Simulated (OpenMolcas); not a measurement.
**Zr2+: CASPT2 settings compared**

```yaml
Program: OpenMolcas 26.06
Basis: ANO-RCC-VTZP [7s6p4d2f1g]
Scalar_Hamiltonian: DKH4, point nucleus
Active_space: 2 electrons in 5 orbitals (4d)
State_averaging: 2S+1 = 3 even, 10 roots; 2S+1 = 1 even, 15 roots
Spin-orbit_coupling: RASSI with atomic mean-field integrals over the reference wave functions, term energies averaged over their components
```

Methods on the same reference wave functions:
A. CASSCF
B. SS-CASPT2, IPEA 0.1 Eh, sigma2 regulariser 0.2 Eh (closed shells correlated: 4s 4p)
C. XMS-CASPT2, IPEA 0.2 Eh, imaginary shift 0.15 Eh (closed shells correlated: 4s 4p)

Energies in cm-1 above 4d2 3F2, the measured ground level; measured values from Moore, Atomic Energy Levels, vol. II, NSRDS-NBS 35 (1971 reprint of NBS Circular 467, 1952); NIST levels as listed in Rynkun, Gaigalas and Jonsson, Astron. Astrophys. 637, A10 (2020).

```
  Level      A      B      C  Measured
4d2 3F2    0.0    0.0    0.0       0.0
4d2 3F3    666    685    683       681
4d2 3F4   1483   1499   1497      1486
4d2 1D2   9186   6460   6630      5742
4d2 3P0  10262   8450   8210      8062
4d2 3P1  10514   8720   8480      8326
4d2 3P2  11131   9260   9050      8838
4d2 1G4  13869  11790  11560     11049
4d2 1S0  33073  24550  24610     23979
```

Deviations, from unrounded energies. A percentage is the sum of absolute deviations over the sum of measured energies, with the sign that they share, or ± where signs differ.

```json
{"Against measurement": "mean absolute deviation (cm-1)", "Levels": "8", "A": "2800", "B": "410", "C": "320"}
{"Against measurement": "fine structure of the ground term (%)", "Levels": "2", "A": "-0.9", "B": "+0.8", "C": "+0.6"}
{"Against measurement": "other terms of the ground configuration (%)", "Levels": "6", "A": "+33.4", "B": "+4.9", "C": "+3.8"}
```

C lies closest to measurement on these levels and A furthest from it. The largest miss of C in the table is 4d2 1D2, by +890 cm-1. The ranking rests on the paired levels alone, and a cruder setting can come out closer through cancelling errors.

Between B and C the level of the table that moves most is 4d2 3P1, by 240 cm-1 (lowest in C, highest in B). Moves below CASPT2's spread within the term are not significant.

The mean deviations of B to C differ by less than CASPT2's widest spread within a term (700 cm-1), so their order carries little weight.

From A to B the spin-free energies of the other terms of 4d2 shown, above 3F, scale by factors of 0.67 to 0.84.

The lowest spin-free term lies below A's lowest term by 0.260 hartree in B, 0.261 hartree in C.

Term energies are means over components that CASPT2 splits; among the terms shown or strongly mixed into the levels shown the widest spread is 700 cm-1 (4d2 1G, B). Levels of configurations with an s electron are missing; early in the row they begin among the upper levels of the d shell and mix with terms of their name. Without dynamic correlation excited terms often stand tens of per cent too high (terms of higher spin than the ground term too low), and those without a measured partner can miss by more than the paired ones (holds for A). Some levels mix across a computed gap that differs much from the measured one, so their mixing is not that of the real levels (holds for A). Some terms miss by over 15 % even with CASPT2, which points to a basis or an active space too small for the shells correlated (holds for C). Computed and measured levels are paired by configuration, term and J; levels that our copy of the source lacks, or whose pairing is in doubt (as where it misses far off the trend of its configuration), stay unpaired and out of the deviations. Only configurations of the active space appear.
